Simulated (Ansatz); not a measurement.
Process, species as SMILES: SC1CCCCC1 → SC1[CH]CCCC1 + H atom (the C-H bond at the site shown breaks; other sites are not compared here)
Geometries: B3LYP-D3(BJ)/def2-TZVP minima from Ansatz (a first-principles code), one conformer each, not searched for the lowest. Frequencies are from Ansatz.

Property: bond dissociation energy (enthalpy at 298 K, with B3LYP-D3(BJ) rigid-rotor harmonic-oscillator terms), in kcal/mol. Correlated levels leave the core frozen unless marked. Open shells are spin-unrestricted. No spin-orbit coupling. Non-relativistic. CBS(X,Y): correlation extrapolated as X^-3; Hartree-Fock from the larger set. [CCSD(T)-MP2]/basis is that difference in the basis named.

| level | program | bond dissociation energy (kcal/mol) |
|---|---|---|
| CAM-B3LYP/def2-TZVPD | Ansatz | 101.1 |
| B2GP-PLYP-D3(BJ)/def2-TZVPD | Ansatz + dftd3 | ? |
| PBE-QIDH/def2-TZVPD | Ansatz | 101.1 |
| CCSD/STO-3G | Ansatz | 119.7 |
| RI-MP2/CBS(cc-pV(T+d)Z,cc-pV(Q+d)Z)+[CCSD(T)-MP2]/cc-pV(T+d)Z | Ansatz | ? |

Question: What belongs in the gaps?

Answer: 
- B2GP-PLYP-D3(BJ)/def2-TZVPD, bond dissociation energy (kcal/mol): 101.2
- RI-MP2/CBS(cc-pV(T+d)Z,cc-pV(Q+d)Z)+[CCSD(T)-MP2]/cc-pV(T+d)Z, bond dissociation energy (kcal/mol): 104.5
